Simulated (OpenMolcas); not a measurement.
Au2+ among 2 point charges of -1 e arranged as a linear pair (D∞h).

```yaml
Program: OpenMolcas
Method: CASSCF
Basis: ANO-RCC-VDZP [7s6p4d2f]
Scalar_Hamiltonian: DKH2, point nucleus
Active_space: 9 electrons in 5 orbitals (5d)
State_averaging: 2S+1 = 2 even, 5 roots
Spin-orbit_coupling: RASSI with atomic mean-field integrals over the reference wave functions
```

All point charges move together. At R = 1.96 Å the first state of the same spin is 3531 cm-1, and at R = 2.06 Å it is 3109 cm-1.

Question: A third run gives 2639 cm-1. What distance was it run at?

Answer: With a power law R^-n the two known points give n = -ln(3109 / 3531) / ln(2.06 / 1.96) = 2.56. Then R = 1.96 × (3531 / 2639)^(1/2.56) = 2.196 Å. The run was at 2.19 Å, so the estimate is off by +0.006 Å.

Spin-orbit coupling mixes the spin-free states strongly: the lowest level takes only 69 % from its leading state, 2Σ (holds for R = 2.19). This is an electrostatic model: the charges have no orbitals. No measured value stands beside these numbers.
